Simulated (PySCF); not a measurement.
# B(3+) (boron, charge +3): LDA calculation

Configuration: 1s2, closed-shell 1S. Calculation: PySCF 2.14, in x2c-TZVPPall (5s3p2d1f, 31 functions); scalar relativity by spin-free X2C-1e.

| Item | Value |
| --- | --- |
| Total energy | -21.7485 hartree |
| One-electron energy | -24.8666 hartree |
| Hartree (Coulomb) energy | 5.7528 hartree |
| Exchange-correlation energy | -2.6348 hartree |
| ⟨S²⟩ | 0.0000 |
| ⟨L²⟩ | 0.000 |
| Sum of ⟨r⟩ | 0.6558 bohr |
| Sum of ⟨r²⟩ | 0.2909 bohr² |
| Langevin diamagnetic susceptibility | -0.230 ×10⁻⁶ cm³/mol |

```tsv
shell	electrons	mean orbital energy (eV)	rms radius, mean of both spins (bohr)
1s	2	-229.08	0.381
```
